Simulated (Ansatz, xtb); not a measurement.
# Isomers of CH9ClSi4 in order of energy

3 gas-phase structures of CH9ClSi4, from a drawn sample of its isomers (lower ones may exist). Each was relaxed with GFN2-xTB; where two conformers were screened, the lower at r2SCAN-D4/def2-SVP is listed:

A. `C[Si@@H]1[SiH2][SiH2][Si@@H]1Cl`, a singlet
B. `Cl[Si@@H]1C[SiH2][SiH2][SiH2]1`, a singlet
C. `Cl[Si@@H]1[SiH2]C[SiH2][SiH2]1`, a singlet

Make a reasoned guess at their ranking by r2SCAN-D4/def2-SVP single-point energy.

Calculated order at r2SCAN-D4/def2-SVP: B (0.0), C (3.0), A (8.7) kcal/mol.

Energies above the lowest of each column, in kcal/mol; the last columns are at PBE-D3(BJ)/def2-SVP geometries:

| structure | GFN2-xTB | HF/STO-3G | r2SCAN-D4/def2-SVP | PBE-D3(BJ)/def2-SVP | CCSD(T)/def2-SVP + ΔMP2/def2-TZVPP |
| --- | --- | --- | --- | --- | --- |
| B | 0.5 | 0.0 | 0.0 | 0.0 | 0.0 |
| C | 0.0 | 1.9 | 3.0 | 2.0 | 2.5 |
| A | 15.5 | 17.7 | 8.7 | 5.7 | 9.3 |

CCSD(T)/def2-SVP + ΔMP2/def2-TZVPP puts B lowest; GFN2-xTB picks C. Flexible structures stand in one conformer each, not always the lowest. ΔMP2 is the change of the MP2 energy from the smaller to the larger basis.

Programs: Ansatz 0.2.0, xtb 6.7.1.
